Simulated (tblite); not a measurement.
Species: C5H9NSi.
Geometry (GFN2-xTB, Å), atoms numbered from 1 in this order:
```
atom  x, y, z in Å
N1    -2.658    1.308    2.165
C2    -2.242    0.781    1.239
C3    -1.686    0.144    0.077
C4    -0.209    0.513   -0.079
C5     0.474   -0.134   -1.303
C6     1.786   -0.611   -0.646
Si7    1.090   -0.270    1.104
H8    -2.258    0.465   -0.801
H9    -1.800   -0.939    0.184
H10   -0.133    1.602   -0.127
H11   -0.108   -0.981   -1.668
H12    0.624    0.554   -2.135
H13    2.627    0.023   -0.917
H14    2.058   -1.632   -0.904
H15    0.600   -1.448    1.820
H16    1.827    0.634    1.980
```

Calculated harmonic vibrations of the isolated species, GFN2-xTB (tblite), most abundant isotopes, no scaling. Against measured fundamentals such values can be off by several per cent, at times by over 20. Modes of hydrogen on silicon can be 10 to 20 % off. One conformer, not necessarily the lowest.

Harmonic wavenumbers (cm⁻¹): 47.9, 68.9, 127.4, 249.4, 329.8, 384.8, 428.8, 450.4, 505.3, 562.7, 613.6, 664.3, 706.0, 756.6, 777.4, 869.5, 918.0, 981.1, 997.1, 1033.0, 1072.1, 1101.3, 1121.1, 1173.3, 1211.9, 1230.1, 1247.6, 1290.2, 1317.4, 1436.3, 1472.4, 1497.3, 2265.7, 2302.9, 2410.1, 2924.9, 2950.5, 2955.6, 2982.3, 2998.3, 3008.3, 3019.2.

A = 4576, B = 1338, C = 1104 MHz; mass 111.050 u (most abundant isotopes); point group C1, symmetry number 1.

Question: What is the zero-point energy?

Answer: ½Σν̃ = 27230 cm⁻¹ = 77.86 kcal/mol.

Question: Give the ideal-gas entropy at 350 K and 1 bar in the rigid-rotor, harmonic-oscillator model (classical rotation).

Answer: Translation 40.85, rotation 28.73, vibration 25.73: S = 95.3 cal/(mol K).

Question: And Cp and H(350 K) − H(0)?

Answer: Cp = 36.89 cal/(mol K), of which vibrations give 28.94 (their classical limit is 42 R = 83.5); H(350 K) − H(0) = 7.57 kcal/mol without the zero-point energy, 4.79 from vibrations.

Question: Which modes carry the vibrational entropy at 350 K?

Answer: 47.9 cm⁻¹: 5.22; 68.9 cm⁻¹: 4.50; 127.4 cm⁻¹: 3.30; 249.4 cm⁻¹: 2.02; 329.8 cm⁻¹: 1.53; 384.8 cm⁻¹: 1.27 cal/(mol K); the other 36 give 7.89 together.

Question: What must be added to the electronic energy to get the Gibbs energy at 350 K and 1 bar?

Answer: ZPE + [H(350 K) − H(0)] − T·S = 77.86 + 7.57 − 33.36 = 52.07 kcal/mol.

Question: Blend soft modes into free rotors: weight 1/[1 + (100 cm⁻¹/ν̃)⁴] for the oscillator and the rest for a rotor with moment μB/(μ + B), μ = h/(8π²ν), B = 10⁻⁴⁴ kg m². What vibrational entropy results?

Answer: 23.28 cal/(mol K) in place of 25.73, which changes −T·S at 350 K by +0.86 kcal/mol.

Question: How do the functions run with temperature in this model?

Answer: 
```csv
T (K),S (cal/(mol K)),Cp (cal/(mol K)),H − H(0) (kcal/mol),G − H(0) (kcal/mol),ln q(vib)
150,72.8,18.9,2.00,-8.92,2.29
250,84.5,27.8,4.33,-16.79,4.13
298.15,89.8,32.3,5.78,-20.99,5.05
400,100.5,41.0,9.52,-30.69,7.05
600,119.8,54.0,19.11,-52.76,11.07
900,144.2,66.4,37.33,-92.48,16.91
```

q(vib) and H(0) count from the zero-point level.

Hindered rotation and anharmonicity are outside this model. Other conformers, if any are populated, would add a mixing term that is left out. The structure is chiral; the term R ln 2 for an equal mix with its mirror image is left out.
